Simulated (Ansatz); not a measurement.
`[SiH3]C([SiH3])=[Se]` + `[CH2]1[NH][AlH]1` → `[SiH3][N]1[CH2][AlH]1` + `[SiH3]C=[Se]` at 500 K and 1 bar (ligand exchange at the Si–C bond).

Computed with Ansatz on PBE0-D4/def2-TZVP structures; ΔE is electronic, products minus reactants. CCSD(T)/CBS adds triple-zeta CCSD(T) − MP2 to the extrapolated MP2 energy (def2 sets, frozen cores). For Se outer-core shells are correlated without core-valence functions, which leaves a few kJ/mol of doubt a bond. Scalar relativity is left out up to krypton.

```csv
species,CCSD(T)/CBS energy (Eh),H − E (kJ/mol),S (J/(mol·K))
`[SiH3]C([SiH3])=[Se]`,-3020.47928,194.5,433.9
`[CH2]1[NH][AlH]1`,-337.12157,155.2,310.9
`[SiH3][N]1[CH2][AlH]1`,-627.42841,210.0,388.7
`[SiH3]C=[Se]`,-2730.19682,138.2,354.3
```

H − E and S are ideal-gas, rigid-rotor, harmonic terms from PBE0-D4/def2-TZVP, for one conformer and one mirror image of each species. 1 Eh = 2625.50 kJ/mol, R = 8.31446 J/(mol·K).

**Question.** By hand: ΔE, ΔH, ΔS and ΔG.

**Answer.** ΔE = (-627.42841) + (-2730.19682) − (-3020.47928) − (-337.12157) = -0.02438 Eh = -64.0 kJ/mol. Δ(H − E) = 210.0 + 138.2 − 194.5 − 155.2 = -1.5, so ΔH = -65.5 kJ/mol. ΔS = 388.7 + 354.3 − 433.9 − 310.9 = -1.8 J/(mol·K). ΔG = -65.5 − 500 × (-1.8)/1000 = -64.6 kJ/mol.

**Question.** By hand: the equilibrium constant, and the temperature at which ΔG would vanish if ΔH and ΔS stayed fixed.

**Answer.** log₁₀ K = −ΔG/(RT ln 10) = 6.7. ΔG = 0 at ΔH/ΔS = 36389 K, far beyond where these terms or the molecules hold.

The number of gas molecules stays the same, so ΔS is small and ΔH decides. A doubt of 5 kJ/mol in ΔE shifts log₁₀ K by 0.5 here. Other conformers and mirror images would add mixing entropy, several J/(mol·K) or more a flexible species. Modes under 60 cm⁻¹, often nearly free rotors, make the harmonic entropy too high. These are equilibria of isolated gas molecules and say nothing of rates. Largest T1 diagnostic: 0.015 (customary marks: 0.02 for closed shells, 0.045 for open ones).
